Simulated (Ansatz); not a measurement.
Level of theory: frozen-core CCSD(T)/cc-pVTZ // B3LYP-D3(BJ)/def2-TZVP (Ansatz, an electronic-structure program).

Ansatz 0.2 input:
```yaml
crystal:
  periodic: [false, false, false]
  atoms:
    - { symbol: N, position_ang: [1.265338, -0.052183, 0.078985] }
    - { symbol: B, position_ang: [-0.065611, 0.414893, 0.134563] }
    - { symbol: N, position_ang: [-1.201902, -0.348933, -0.209076] }
    - { symbol: F, position_ang: [-0.26724, 1.689841, 0.548073] }
    - { symbol: H, position_ang: [2.037204, 0.536618, 0.335757] }
    - { symbol: H, position_ang: [1.528117, -0.975705, -0.211822] }
    - { symbol: H, position_ang: [-2.127681, 0.035597, -0.150214] }
    - { symbol: H, position_ang: [-1.168224, -1.300127, -0.526265] }
basis:
  gaussian: { orbitals: cc-pVTZ }
correlation:
  method: ccsd_t
```

Output:

```
Functional definition: HF
1031 factors; integrals over basis functions are off by at most 1.2e-3 eV
mean field evaluation 1: about -6407.3252 eV, gradient 4.5e1 eV
mean field evaluation 2: about -6407.3281 eV, gradient 4.5e1 eV
mean field evaluation 4: about -6411.1065 eV, gradient 2.7e0 eV
mean field evaluation 8: about -6411.1321 eV, gradient 1.9e-1 eV
mean field evaluation 16: about -6411.1284 eV, gradient 4.6e-1 eV
mean field -6411.13214340 eV, -235.6047606486 hartree, gradient 2.7e-6 eV, S^2 0.000000; 0 other end points of the search recorded, 0 dependent functions left out
4 core orbitals not correlated
reference -6411.13214340 eV, -235.6047606486 hartree; 12, 12 occupied and 160, 160 virtual orbitals, 1031 factors
second order -21.09214126 eV of doubles, -0.00000000 eV of singles
cycle   1  -21.12491658 eV  change   -3.3e-2 eV  update   8.0e-2
cycle   2  -21.51487135 eV  change   -3.9e-1 eV  update   2.2e-2
cycle   3  -21.60275670 eV  change   -8.8e-2 eV  update   1.1e-2
cycle   4  -21.59284759 eV  change    9.9e-3 eV  update   2.6e-3
cycle   5  -21.59151271 eV  change    1.3e-3 eV  update   1.0e-3
cycle   6  -21.59199746 eV  change   -4.8e-4 eV  update   3.1e-4
cycle   7  -21.59179270 eV  change    2.0e-4 eV  update   9.1e-5
cycle   8  -21.59173088 eV  change    6.2e-5 eV  update   2.9e-5
cycle   9  -21.59173046 eV  change    4.1e-7 eV  update   1.2e-5
perturbative correction -0.74207775 eV, -0.0272708542 hartree
Total energy: -6433.46595161 eV, -236.4255129618 hartree
```

Cost: around 60 core-seconds (rough).
